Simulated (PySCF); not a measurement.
SMILES COCCC(=O)OC (GFN2-xTB optimised geometry):

```
18

C      3.258    -1.833    -0.033
O      1.859    -1.721    -0.015
C      1.415    -0.384     0.000
C     -0.108    -0.384     0.000
C     -0.665     1.019     0.000
O     -0.016     2.030     0.029
O     -2.003     0.998    -0.042
C     -2.653     2.263    -0.046
H      3.484    -2.897    -0.044
H      3.683    -1.358    -0.926
H      3.706    -1.371     0.855
H      1.791     0.137     0.893
H      1.790     0.156    -0.883
H     -0.481    -0.913     0.879
H     -0.481    -0.914    -0.878
H     -2.515     2.762     0.915
H     -2.242     2.897    -0.834
H     -3.706     2.062    -0.223
```

Computed with PBE/def2-SVP in PySCF.

**Question.** What are the frontier orbital energies and the dipole moment?

**Answer.** HOMO-2 -7.12 eV, HOMO-1 -6.18 eV, HOMO -5.61 eV, LUMO -0.59 eV, LUMO+1 1.09 eV; dipole moment 0.75 D.

Meta-Löwdin charges at PBE/def2-SVP: C1 -0.10, O2 -0.37, C3 0.03, C4 -0.22, C5 0.46, O6 -0.42, O7 -0.31, C8 -0.11, H9 0.11, H10 0.08, H11 0.08, H12 0.08, H13 0.08, H14 0.12, H15 0.12, H16 0.11, H17 0.11, H18 0.12.
